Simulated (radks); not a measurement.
The mean radii <r> (bohr) of the occupied orbitals of an atom or ion are listed with their occupations. Calculated with a radial shooting solver on a logarithmic mesh with Libxc functionals: Dirac Kohn-Sham, LDA (Slater exchange, Perdew-Wang correlation), spin-unpolarised, spherical densities, finite nucleus; Fermi nuclear charge, rms radius of each element as measured or else 0.836 A^(1/3) + 0.57 fm.

orbital  occ.      <r>
1s1/2       2  0.07320
2s1/2       2   0.3444
2p1/2       2   0.3064
2p3/2       4   0.3090
3s1/2       2    1.077
3p1/2       2    1.165
3p3/2       4    1.173
4s1/2       2    3.686
3d3/2     0.4    1.851
3d5/2     0.6    1.858

Name the element and its charge. Open shells, if any, are shared by 2j + 1.

Answer. Z = 21, scandium, charge 0: Sc in [Ar] 3d1 4s2. The 1s radius gives Z: for a bare nucleus <r> = (2 gamma + 1)/(2Z) with gamma = sqrt(1 - (Z/c)^2), 0.07087 bohr for Z = 21, and screening makes it slightly larger (0.07320 here). The occupations add up to 21, and the charge is Z minus that.
